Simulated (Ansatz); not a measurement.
`Cl[SiH]1[CH2][AlH]1` and `[SiH3][SiH]1[CH2][AlH]1` differ in one atom or group.

Ansatz, PBE0-D4/def2-TZVP geometries, multiplicity 1. 

```json
{"property": "HOMO energy (B3LYP/def2-TZVPP) / eV", "`Cl[SiH]1[CH2][AlH]1`": "-6.04"}
{"property": "LUMO energy (ωB97M-V/def2-TZVPP) / eV", "`Cl[SiH]1[CH2][AlH]1`": "-0.35"}
{"property": "HOMO–LUMO gap (B3LYP/def2-TZVPP) / eV", "`Cl[SiH]1[CH2][AlH]1`": "3.84"}
{"property": "HOMO energy (ωB97M-V/def2-TZVPP) / eV", "`Cl[SiH]1[CH2][AlH]1`": "-8.15"}
{"property": "HOMO–LUMO gap (PBE0/def2-TZVPP) / eV", "`Cl[SiH]1[CH2][AlH]1`": "4.18"}
{"property": "zero-point energy (PBE0-D4/def2-TZVP) / kJ/mol", "`Cl[SiH]1[CH2][AlH]1`": "109.4"}
```

**Question.** Give the same properties after the change, and the shifts. (Estimate.)

**Answer.** Ansatz gave: 
| property | `[SiH3][SiH]1[CH2][AlH]1` | shift |
| --- | --- | --- |
| HOMO energy (B3LYP/def2-TZVPP) / eV | -5.86 | 0.18 |
| LUMO energy (ωB97M-V/def2-TZVPP) / eV | -0.28 | 0.07 |
| HOMO–LUMO gap (B3LYP/def2-TZVPP) / eV | 3.76 | -0.08 |
| HOMO energy (ωB97M-V/def2-TZVPP) / eV | -7.95 | 0.20 |
| HOMO–LUMO gap (PBE0/def2-TZVPP) / eV | 4.10 | -0.08 |
| zero-point energy (PBE0-D4/def2-TZVP) / kJ/mol | 170.7 | 61.3 |

With PBE0 the HOMO rises by 0.17 eV and the LUMO rises by 0.11 eV, so the gap narrows by about 0.06 eV. PBE moves the HOMO by 0.13 eV and ωB97M-V by 0.20 eV. The zero-point energy changes by 61.3 kJ/mol with +9 modes.

B3LYP here is the variant with VWN-RPA as its local correlation; programs differ in this.
